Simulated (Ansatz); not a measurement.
Input for Ansatz (an electronic-structure program): R-BLYP/def2-TZVPP on CH4 (SMILES C).

Ansatz 0.2 input:
```yaml
crystal:
  periodic: [false, false, false]
  atoms:
    - {symbol: C, position_ang: [0.00000000, 0.00000000, -0.00000000]}
    - {symbol: H, position_ang: [0.62892441, 0.62892441, 0.62892441]}
    - {symbol: H, position_ang: [-0.62892441, -0.62892441, 0.62892441]}
    - {symbol: H, position_ang: [0.62892442, -0.62892442, -0.62892441]}
    - {symbol: H, position_ang: [-0.62892442, 0.62892442, -0.62892441]}
basis:
  gaussian:
    orbitals: def2-TZVPP
hamiltonian:
  xc: {name: BLYP}
scf: {lower_state_search: off}
```

It printed:

```
WARN ansatz: RAYON_NUM_THREADS=4 ignored (pool sized by the plan → 4); use --threads N
Functional definition: BLYP
these checks for a lower state are left out or cut short: stability, starts, cluster_reference, orbital_swaps, neighbouring_geometries, increment
integrals: 0.01 GiB planned
416 factors; their error is unknown
mean field: 0.16 GiB planned
mean field evaluation 1: about -1093.8976 eV, gradient 6.0e1 eV
mean field evaluation 2: about -1084.1300 eV, gradient 7.8e1 eV
mean field evaluation 4: about -1102.1179 eV, gradient 3.0e-1 eV
mean field evaluation 8: about -1102.1046 eV, gradient 1.9e-3 eV
mean field -1102.10459875 eV, -40.5015969707 hartree, gradient 7.2e-6 eV, S^2 0.000000; 0 other end points of the search recorded, 0 dependent functions left out
reference -1102.10485147 eV, -40.5016062579 hartree; 5, 5 occupied and 82, 82 virtual orbitals, 416 factors
Total energy: -1102.10485147 eV, -40.5016062579 hartree
Checks for a lower state left out: stability, starts, cluster_reference, orbital_swaps, neighbouring_geometries, increment
```

Self-consistency was reached.

Cost: very roughly 0.6 core-seconds.
